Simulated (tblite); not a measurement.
Q: What does the GFN2-xTB structure of `C[C@@H](Cl)[SiH2][C@H]1C=C[SiH2]C1` look like in three dimensions?

A: 
```xyz
22
C6H13ClSi2 angstrom
C      2.7939   -1.3208    0.6150
C      1.4103   -0.7051    0.6610
Cl     1.0198   -0.2832    2.3645
Si     1.2343    0.8971   -0.3769
C     -0.6016    1.1837   -0.8370
C     -1.0825    0.0181   -1.6339
C     -1.9710   -0.8118   -1.0923
Si    -2.4868   -0.2391    0.6158
C     -1.5131    1.3857    0.3873
H      3.5456   -0.5972    0.9221
H      2.8626   -2.1890    1.2689
H      3.0114   -1.6346   -0.4040
H      0.6633   -1.4501    0.3803
H      2.0123    0.7060   -1.6094
H      1.7613    2.0201    0.3993
H     -0.6160    2.0770   -1.4709
H     -0.6581   -0.1187   -2.6211
H     -2.3268   -1.6832   -1.6189
H     -3.9293   -0.0259    0.7753
H     -1.9941   -1.0909    1.7019
H     -0.9441    1.6732    1.2688
H     -2.2018    2.2082    0.1889
```

Orientation and origin are arbitrary. Atoms count from 1 in this order. The C–C distances run from 1.331 Å (C6=C7, drawn double) to 1.540 Å (C5–C9, drawn single), a spread of 0.209 Å. Of the pairs four or more bonds apart, Cl3···H21 is among the closest relative to their van der Waals radii: 2.98 Å, 101 % of the sum of Bondi's values. The 5-membered ring C5–C6–C7–Si8–C9 has internal angles of 90.6° to 119.0° (sum 537°, against 540° for a flat polygon); it is puckered, 0.08 Å rms from its mean plane, widest ring torsion 17°. The 4 C–Si bonds span 1.874 Å (C7–Si8, drawn single) to 1.917 Å (C2–Si4, drawn single), a spread of 0.043 Å.

Bonds between heavy atoms (Å): C1–C2 1.515, C2–Cl3 1.798, C2–Si4 1.917, Si4–C5 1.914, C5–C6 1.492, C6=C7 1.331, C7–Si8 1.874, Si8–C9 1.908, C5–C9 1.540.

The geometry is computed with GFN2-xTB (gas phase).

Point group: C1 (no symmetry element, even within 0.4 Å). Its GFN2-xTB frequencies are all real (lowest 30 cm⁻¹). One conformer, not necessarily the lowest (C1–C2–Si4–C5 157°, C2–Si4–C5–C6 -60°, Si4–C5–C6–C7 111°, C6–C7–Si8–C9 7°, C7–Si8–C9–C5 -14°, Si4–C5–C9–Si8 -104°). 3 starts were optimised and ended at 0.00, 0.01 and 0.06 kcal/mol (GFN2-xTB); the lowest of these is shown.

Time: 1.9 s of wall time. Hardware: one thread, Intel Xeon Platinum 8375C at 2.90 GHz (x86_64), no GPU, shared host. These figures are those of the optimisation.
